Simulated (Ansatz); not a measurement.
Al(AsH3)H3 (AlAsH₆). The state is a triplet with charge 0. Geometry r2SCAN-D4/def2-TZVP, that of the neutral singlet; atoms count from 1.

```
atom    x (Å)    y (Å)    z (Å)
 Al1   1.1043  -0.5179   0.9104
 As2  -0.7929   0.3719  -0.6552
  H3  -2.2048  -0.1275  -0.4879
  H4  -0.7022   0.1728  -2.1462
  H5  -1.1197   1.8425  -0.6848
  H6   0.9385  -2.0619   0.5441
  H7   0.4790   0.0166   2.2776
  H8   2.2978   0.3035   0.2419
```

At PBE0-D4/def2-TZVP a singlet of charge 0 lies 6.16 eV below the triplet at the same geometry.

Estimate the Mulliken populations from the PBE0/def2-TZVP orbitals of Ansatz.


| atom | charge (e) | spin (α − β) |
| --- | --- | --- |
| Al1 | -0.25 | 1.08 |
| As2 | -0.01 | -0.06 |
| H3 | 0.03 | 0.12 |
| H4 | 0.07 | 0.05 |
| H5 | 0.07 | 0.05 |
| H6 | -0.03 | 0.14 |
| H7 | -0.03 | 0.14 |
| H8 | 0.15 | 0.49 |
Mulliken values depend strongly on the basis.

Where does the spin sit?

Summed by element: Al 1.08, As -0.06, H 0.98, of 2 unpaired in all. Largest on single atoms: Al1 1.08, H8 0.49, H6 0.14.

And the Mayer bond orders between heavy atoms (over 0.3)?

Al1–As2 0.35 (2.62 Å).
